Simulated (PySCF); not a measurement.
PySCF input file for SeF4, SMILES F[Se](F)(F)F, IEF-PCM-PBE0/def2-SVP. Coordinates come from a TPSSh-D3(BJ)/def2-SVP optimisation. The isomer is the one that the SMILES or the coordinates give; other isomers of the formula were not compared.

```python
import numpy as np
from pyscf import gto, scf, dft
from pyscf.solvent import pcm

mol = gto.M(
    atom='''
    Se   -0.00000000   -0.00000000   -0.32647046
    F    -0.00000001    1.78220142   -0.16270546
    F     1.32413119    0.00000001    0.77937188
    F     0.00000000   -1.78220142   -0.16270545
    F    -1.32413118   -0.00000000    0.77937188
    ''',
    basis='def2-SVP',
    charge=0,
    spin=0,
    max_memory=1600,
    verbose=3,
)
mf = dft.RKS(mol, xc='pbe0').density_fit(auxbasis='def2-universal-jkfit')
mf.grids.level = 3
mf.conv_tol = 1e-9
mf.max_cycle = 100
mf.kernel()
res = {}
for name, eps in {'water': 78.355, 'dimethylsulfoxide': 46.826, 'benzene': 2.2706}.items():
    s = mf.PCM()
    s.with_solvent.method, s.with_solvent.eps, s.with_solvent.lebedev_order = 'IEF-PCM', eps, 29
    s.kernel(mf.make_rdm1())
    res[name] = (s.e_tot, eps, s.dip_moment(), s.mo_energy, s.converged)
    print(f'{name}: electrostatic solvation free energy {(s.e_tot - mf.e_tot) * 627.509474:.3f} kcal/mol')
```

It prints:

```
converged SCF energy = -2799.59552313153

WARN: PCM is an experimental feature. It is still in testing.
Features and APIs may be changed in the future.

converged SCF energy = -2799.60432080743
Dipole moment(X, Y, Z, Debye): -0.00000, -0.00000, -2.42850
water: electrostatic solvation free energy -5.521 kcal/mol

WARN: PCM is an experimental feature. It is still in testing.
Features and APIs may be changed in the future.

converged SCF energy = -2799.60418971359
Dipole moment(X, Y, Z, Debye): -0.00000, -0.00000, -2.42218
dimethylsulfoxide: electrostatic solvation free energy -5.438 kcal/mol

WARN: PCM is an experimental feature. It is still in testing.
Features and APIs may be changed in the future.

converged SCF energy = -2799.59933135255
Dipole moment(X, Y, Z, Debye): -0.00000, -0.00000, -2.19325
benzene: electrostatic solvation free energy -2.390 kcal/mol
```

The run converged.

Cost: very roughly 50 core-seconds.
